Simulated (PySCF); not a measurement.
Exercise with solution: entropy of an ideal gas

C3H4, SMILES C1=CC1.

Coordinates come from a PBE-D3(BJ)/def2-TZVP optimisation.

PBE-D3(BJ)/def2-TZVP (PySCF) gives the harmonic wavenumbers 575, 774, 823, 892, 988, 992, 1031, 1078, 1135, 1472, 1689, 2976, 3037, 3181, 3224 cm⁻¹ and the rotational temperatures 1.4362, 1.0468, 0.6617 K. The molar mass is 40.07 g/mol, the symmetry number 2, the spin multiplicity 1.

Q: Work out the entropy at 298.15 K and 1 atm in the rigid-rotor, harmonic-oscillator model.

A: 
Translation (Sackur–Tetrode at 1 atm): S = R[1.5 ln M + 2.5 ln T − 1.16487] = 154.8 J/(mol K).
Rotation: q = (√π/σ) T^1.5/√(θA θB θC) = 4570, S = R[ln q + 3/2] = 82.5 J/(mol K).
Vibration: with u = 1.4388 ν/T, each mode gives R[u/(e^u − 1) − ln(1 − e^−u)]:
```
ν (cm⁻¹)  modes     u  S (J/(mol K))
--------  -----  ----  -------------
575           1  2.77           2.07
774           1  3.74           0.96
823           1  3.97           0.79
892           1  4.30           0.60
988           1  4.77           0.41
992           1  4.79           0.40
1031          1  4.98           0.35
1078          1  5.20           0.29
1135          1  5.48           0.23
1472          1  7.10           0.06
1689          1  8.15           0.02
```
The stiffer modes add less than 0.005 each. Sum 6.2 J/(mol K).
Spin: R ln 1 = 0.0 J/(mol K).
Total 243.5 J/(mol K); the program's own thermochemistry gives 243.5. Translation makes up 64 % and vibration 3 %. Anharmonicity, hindered rotation and orbital degeneracy are left out.
